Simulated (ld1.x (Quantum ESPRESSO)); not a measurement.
# Ranking TM semilocal potentials for Ru (Z = 44)

All share these settings but for the change named:

| Quantity | Value |
| --- | --- |
| Element | Ru |
| Generator | ld1.x (Quantum ESPRESSO) 7.5 |
| Type | norm-conserving Troullier–Martins (semilocal form) |
| Functional | PBE |
| Relativity | scalar-relativistic |
| Frozen core | [Kr] |
| Valence charge | 8 |
| Reference configuration | 4d7 5s1 5p0 |
| Partial waves | 5s (bound): rc 2.45 bohr; 5p (bound, empty): rc 4.00 bohr; 4d (bound): rc 1.95 bohr |
| Local potential | the d channel |
| Core correction | none |

Test errors are all-electron minus pseudo excitation energies from the reference, over 4d7 5s0 5p0; 4d6 5s0 5p0; 4d5 5s0 5p0; 4d6 5s2 5p0; 4d7 5s0 5p1; 4d7 5s0.5 5p0; 4d6 5s1 5p0. None of these files shows a bound ghost.

The base gives 51.7 meV.

Of 10 variants that were run, those that failed, showed a ghost or another fault, or gave nearly equal values are left out.

A variant can come out equal or close to the base, since the largest error may sit in a test that the change hardly touches while other tests move.

(1) Rank these variants by their largest absolute test error, smallest first.
A. functional PBEsol
B. wave 5s (bound): rc 2.45 bohr becomes 5s (bound): rc 1.72 bohr
C. all radii scaled by about 0.75 (s 1.82, p 2.98, d 1.46 bohr)
D. core correction a·sin(br)/r model core inside 1.22 bohr
E. wave 4d (bound): rc 1.95 bohr becomes 4d (bound): rc 1.66 bohr

## Answers

(1) E (55.6 meV), A (78.4 meV), C (117.5 meV), D (331.7 meV), B (1003.7 meV).
